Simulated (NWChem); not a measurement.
System: AlH₂O₂ cation; SMILES [OH][Al+][OH]

Here is an NWChem input.

```
start job
memory heap 200 mb stack 900 mb global 1100 mb
charge 1
geometry units angstroms noautoz
  Al    -0.006542     0.115062     0.013831
  O      1.166123     0.310029    -1.054658
  H      1.867487     0.426731    -1.694177
  O     -1.179019    -0.078985     1.082629
  H     -1.880583    -0.195921     1.721951
end
basis spherical
  * library def2-svp
end
dft
  xc b3lyp
  iterations 150
  mulliken
end
task dft energy
```

Excerpt of the output:

```
             Northwest Computational Chemistry Package (NWChem) 7.3.0
             --------------------------------------------------------

 ORDER OF PRIMARY AXIS IS BEING SET TO 4
 D4H symmetry detected

                             Geometry "geometry" -> ""
                             -------------------------

 Output coordinates in angstroms (scale by  1.889725989 to convert to a.u.)

  No.       Tag          Charge          X              Y              Z
 ---- ---------------- ---------- -------------- -------------- --------------
    1 Al                  13.0000     0.00000000     0.00000000    -0.00000000
    2 O                    8.0000     0.00000000     0.00000000     1.59835999
    3 H                    1.0000     0.00000000     0.00000000     2.55468463
    4 O                    8.0000     0.00000000    -0.00000000    -1.59835999
    5 H                    1.0000     0.00000000     0.00000000    -2.55468463

 Effective nuclear repulsion energy (a.u.)      95.8394634297

      Symmetry information
      --------------------

 Group name             D4h
 Group number             28
 Group order              16
 No. of unique centers     3

                                 NWChem DFT Module
                                 -----------------

 Summary of "ao basis" -> "ao basis" (spherical)
 ------------------------------------------------------------------------------
       Tag                 Description            Shells   Functions and Types
 ---------------- ------------------------------  ------  ---------------------
 Al                         def2-svp                 8       18   4s3p1d
 O                          def2-svp                 6       14   3s2p1d
 H                          def2-svp                 3        5   2s1p

      Symmetry analysis of basis
      --------------------------

        a1g        14
        a1u         0
        a2g         0
        a2u        12
        b1g         2
        b1u         1
        b2g         2
        b2u         1
        eg         10
        eu         14

            General Information
            -------------------
          SCF calculation type: DFT
          Wavefunction type:  closed shell.
          No. of atoms     :     5
          No. of electrons :    30
           Alpha electrons :    15
            Beta electrons :    15
          Charge           :     1
          Spin multiplicity:     1
          Use of symmetry is: on ; symmetry adaption is: on
          Maximum number of iterations: 150
          AO basis - number of functions:    56
                     number of shells:    26
          Convergence on energy requested:  1.00D-06
          Convergence on density requested:  1.00D-05
          Convergence on gradient requested:  5.00D-04

              XC Information
              --------------
                         B3LYP Method XC Potential
                     Hartree-Fock (Exact) Exchange  0.200
                        Slater Exchange Functional  0.800 local
                    Becke 1988 Exchange Functional  0.720 non-local
              Lee-Yang-Parr Correlation Functional  0.810
                  VWN I RPA Correlation Functional  0.190 local

             Grid Information
             ----------------
          Grid used for XC integration:  medium
          Radial quadrature: Mura-Knowles
          Angular quadrature: Lebedev.
          Tag              B.-S. Rad. Rad. Pts. Rad. Cut. Ang. Pts.
          ---              ---------- --------- --------- ---------
          Al                  1.25       88           8.0       590
          O                   0.60       49          11.0       434
          H                   0.35       45          12.0       434
          Grid pruning is: on
          Number of quadrature shells:   182
          Spatial weights used:  Erf1

      Superposition of Atomic Density Guess
      -------------------------------------

 Sum of atomic energies:        -392.17228297

 Renormalizing density from      31.00 to     30

      Non-variational initial energy
      ------------------------------

 Total energy =    -384.686444
 1-e energy   =    -709.557690
 2-e energy   =     229.031783
 HOMO         =      -0.911319
 LUMO         =      -0.467513

      Symmetry analysis of molecular orbitals - initial
      -------------------------------------------------

 !! scf_movecs_sym_adapt:    4 vectors were symmetry contaminated

  Symmetry fudging

 !! scf_movecs_sym_adapt:    2 vectors were symmetry contaminated

  Numbering of irreducible representations:

     1 a1g         2 a1u         3 a2g         4 a2u         5 b1g
     6 b1u         7 b2g         8 b2u         9 eg         10 eu

  Orbital symmetries:

     1 a1g         2 a1g         3 a2u         4 a1g         5 a2u
     6 eu          7 eu          8 a1g         9 a2u        10 a1g
    11 a2u        12 eu         13 eu         14 eg         15 eg
    16 a1g        17 eu         18 eu         19 a2u        20 a1g
    21 a1g        22 a2u        23 eu         24 eu         25 b2g

     ---------------------------------------------
      Total Density - Mulliken Population Analysis
     ---------------------------------------------

    Atom       Charge   Shell Charges
 -----------   ------   -------------------------------------------------------
    1 Al  13    11.29   2.00  2.01  0.60 -0.03  5.98  0.41  0.06  0.28
    2 O    8     8.79   1.99  1.15  0.55  3.49  1.61  0.00
    3 H    1     0.57   0.47  0.04  0.06
    4 O    8     8.79   1.99  1.15  0.55  3.49  1.61  0.00
    5 H    1     0.57   0.47  0.04  0.06

[...]
```

Level: B3LYP/def2-SVP. Geometry: optimised at PBE0/def2-SVP.
